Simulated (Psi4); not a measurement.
C2H6ClGe, doublet, at a GFN2-xTB geometry. Base run: HF/def2-SVP (Psi4).

Here is a job for Psi4.
```
memory 2 GB

molecule mol {
0 2
C    -1.462276   -1.385676   -0.241229
Ge    0.023470   -0.181358    0.511144
C     1.791753   -0.923851   -0.227615
Cl   -0.227278    1.623771   -0.662841
H    -2.441708   -0.973166   -0.024113
H    -1.387759   -2.382265    0.179661
H    -1.317974   -1.427427   -1.316897
H     1.659925   -1.039164   -1.299545
H     2.608376   -0.236180   -0.035796
H     2.014982   -1.885293    0.221440
}

set {
  basis def2-svp
  reference uhf
}

energy('scf')
print_variables()
```

Each row names what was changed in the base input (with any setting that the change needs).

```json
[
 {"change": "base", "basis functions": "108", "E (Eh)": "-2613.65492", "dipole (D)": "2.60"},
 {"change": "basis = cc-pVDZ-DK; relativity = spin-free X2C (with scf_type pk)", "basis functions": "103", "E (Eh)": "-2637.20457", "dipole (D)": "2.90"},
 {"change": "basis = cc-pVDZ-DK; relativity = none (with scf_type pk)", "basis functions": "103", "E (Eh)": "-2601.81830", "dipole (D)": "2.83"}
]
```

Total energies compare only within one method and basis.

Open shells are given as the SCF converged; they aren't shown to be the lowest states, and a large step between rows can be another state.

Basis sets contracted for a relativistic Hamiltonian are a mismatch without it, so the rows without relativity aren't non-relativistic limits. No row has spin-orbit coupling; sets with core potentials leave out the core electrons.
